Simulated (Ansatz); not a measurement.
Cost and result for the atomization energy of BrGaHO, SMILES `[OH][Ga][Br]` radical (4 atoms, 3 bonds).

Total charge 0; spin multiplicity 2. Correlated methods include outer-core shells of Br, Ga, which these sets cover unevenly. Scalar relativity is left out up to krypton. The structure was optimised at the PBE0-D4/def2-TZVP level. It is one conformer, not always the lowest. Program: Ansatz. All runs use 2 threads of a server CPU on a shared host. Times are those of one run each, without the atoms' runs, and a repeat can differ threefold. Electronic energies, without spin–orbit coupling; frozen cores. CCSD(T)/CBS adds CCSD(T) − MP2 in def2-TZVPP to the MP2 limit, and its time is that of the two runs behind it. T1 = 0.014; ⟨S²⟩ of the reference is 0.76. With those shells the extrapolation isn't a true limit. B3LYP takes the VWN-RPA correlation (the form of Gaussian; ORCA's B3LYP/G).

CCSD(T)/CBS is a level of theory with its own doubt, some kJ/mol a heavy atom from the limit and from the frozen cores, so smaller differences don't rank the functionals.

```
                             level  functions  wall time  atomization (kcal/mol)  difference from CCSD(T)/CBS  per bond
              revPBE-D4/def2-TZVPP        141        3 s                   260.8                         -4.2      -1.4
                BLYP-D4/def2-TZVPP        141      3.2 s                   261.5                         -3.5      -1.2
 B3LYP-D4/def2-TZVPP (with forces)        141      5.5 s                   258.7                         -6.3      -2.1
           CAM-B3LYP-D4/def2-TZVPP        141      5.5 s                   260.5                         -4.5      -1.5
               PBE-QIDH/def2-TZVPP        141        7 s                   262.8                         -2.2      -0.7
                PBE0-D4/def2-TZVPP        141      7.5 s                   261.8                         -3.2      -1.1
r2SCAN-D4/def2-TZVPP (with forces)        141        8 s                   269.7                          4.7       1.5
                 B2PLYP/def2-TZVPP        141      8.5 s                   259.7                         -5.3      -1.8
             r2SCANh-D4/def2-TZVPP        141       11 s                   265.7                          0.7       0.2
                  CCSD(T)/def2-SVP         83       13 s                   242.1                        -22.9      -7.6
                    MP2/def2-QZVPP        265       28 s                   275.3                         10.3       3.4
                CCSD(T)/def2-TZVPP        141    2.6 min                   258.1                         -6.9      -2.3
                 CCSD(T)/CBS(def2)          –      3 min                   265.0                          0.0       0.0
```

Leaving LDA and LC-ωPBE aside and taking each functional with its dispersion term where it has one, the values, not all of them listed here, spread over 24.8 kcal/mol, from BHLYP-D4 to PBE-D4. LDA lies +44.1 kcal/mol from PBE without D4, its usual overbinding. From PBE to PBE0 (25 % exact exchange), in def2-TZVPP and without D4, the atomization energy moves by −9.3 kcal/mol: exact exchange takes away binding that semilocal exchange gives to molecules. The D4 term adds +3.0 kcal/mol with B3LYP and +1.5 kcal/mol with PBE0; it sums over pairs of atoms, weighted by their polarisabilities, and B3LYP, whose exchange is more repulsive, gets the larger term.
